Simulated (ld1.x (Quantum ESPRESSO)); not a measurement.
## Transferability test, TM potential for cadmium

Cd, norm-conserving Troullier–Martins (Kleinman–Bylander form), made with ld1.x (Quantum ESPRESSO) 7.5 (PBE, fully relativistic). Core [Kr], reference 4d10 5s2 5p0. Waves: 5p (bound, empty): rc 3.10 bohr; 4d (bound): rc 1.60 bohr; 5s (bound): rc 1.80 bohr. Local part: the s channel. Core correction: Bessel-smoothed model core inside 1.30 bohr.

Open shells are filled in proportion to 2j + 1 (rel_dist='average').

Energies are relative to the spin-unpolarised reference configuration 4d10 5s2 5p0; without spin polarisation the order of configurations can differ from experiment. The frozen-core shift is the all-electron ΔE with the core orbitals held at their reference shape minus the fully relaxed ΔE.

```json
{"valence configuration": "4d10 5s1 5p0", "charge": "+1", "ΔE all-electron (eV)": "9.273", "error AE − PS (meV)": "-3.4", "frozen-core shift (meV)": "+0.8"}
{"valence configuration": "4d10 5s0 5p0", "charge": "+2", "ΔE all-electron (eV)": "26.401", "error AE − PS (meV)": "-28", "frozen-core shift (meV)": "+4.7"}
{"valence configuration": "4d10 5s1.5 5p0", "charge": "+0.5", "ΔE all-electron (eV)": "3.711", "error AE − PS (meV)": "-0.6", "frozen-core shift (meV)": "+0.2"}
{"valence configuration": "4d10 5s1 5p1", "charge": "0", "ΔE all-electron (eV)": "4.659", "error AE − PS (meV)": "0.0", "frozen-core shift (meV)": "+0.3"}
{"valence configuration": "4d9 5s2 5p0", "charge": "+1", "ΔE all-electron (eV)": "17.975", "error AE − PS (meV)": "-126", "frozen-core shift (meV)": "+68"}
```

What are ΔE and the potential's error for 4d9 5s0 5p0?

ΔE = 64.407 eV all-electron; the error (AE − PS) is -230 meV.

What are ΔE and the potential's error for 4d10 5s0 5p2?

ΔE = 9.655 eV all-electron; the error (AE − PS) is -0.2 meV.
